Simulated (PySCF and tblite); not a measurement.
Results of a calculation; reference values are marked as such.
3 E/Z isomers of C8H14, numbered alike:

```csv
isomer,SMILES,descriptors
A,[CH3:1]/[CH:2]=[CH:3]/[CH2:4][CH2:5]/[CH:6]=[CH:7]/[CH3:8],"2=3 E, 6=7 E"
B,[CH3:1]/[CH:2]=[CH:3]\[CH2:4][CH2:5]/[CH:6]=[CH:7]/[CH3:8],"2=3 Z, 6=7 E"
C,[CH3:1]/[CH:2]=[CH:3]\[CH2:4][CH2:5]/[CH:6]=[CH:7]\[CH3:8],"2=3 Z, 6=7 Z"
```

Protocol: conformer search, at most 7 conformers an isomer, GFN2-xTB geometries, energies PBE0/pcSseg-1 (D3(BJ) added where defined), weights at 298.15 K with GFN2-xTB thermal terms. Programs: PySCF with density fitting and tblite.

(1) Rank the isomers by free energy at 298.15 K.

(2) If they could interconvert freely, what would the mixture hold (chiral isomers as racemates)?

The cap on conformers cut off some of the population, so the set may be incomplete. At least one structure keeps an imaginary mode at the tight-binding level.

## Answers

(1) 
```csv
isomer,ΔG (kcal/mol),"ΔE, lowest conformer",conformers,largest weight %,rms dipole (D)
A,0.0,0.0,7,35,0.13
B,0.5,0.5,7,24,0.29
C,1.6,1.1,5,52,0.37
```

(2) A 65 %, B 30 %, C 4 %. A racemate gains RT ln 2.
